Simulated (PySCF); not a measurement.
C3H4ClNSi, SMILES Cl[Si@H]1C=CC=N1. Heavy atoms are numbered as in [Cl:1][Si@H:2]1[CH:3]=[CH:4][CH:5]=[N:6]1. Hydrogens are named by the atom that carries them.

Geometry: B3LYP-D3(BJ)/def2-SVP. The structure was generated by enumeration; whether it is a known compound was not checked.

Computed with HF/def2-TZVP (PySCF).

Atomic charges (e), one atom of each kind:

```tsv
atom	meta-Löwdin	Löwdin	Mulliken
Cl1	-0.33	0.19	-0.31
Si2 (SiH)	1.06	0.06	0.81
C3 (CH)	-0.37	-0.22	-0.35
C4 (CH)	-0.12	-0.16	-0.13
C5 (CH)	0.12	-0.18	0.09
N6	-0.57	-0.05	-0.48
H on Si2	-0.13	-0.04	-0.04
H on C3	0.13	0.13	0.15
H on C4	0.11	0.13	0.14
H on C5	0.11	0.13	0.13
```

Computed Mayer and Wiberg (Löwdin basis) orders of the bonds:
```
bond     Mayer  Wiberg
-------  -----  ------
Cl1–Si2   1.06    1.76
Si2–C3    0.92    1.03
C3–C4     1.93    2.04
C4–C5     0.98    1.18
Si2–N6    1.01    1.19
C5–N6     1.93    2.29
```
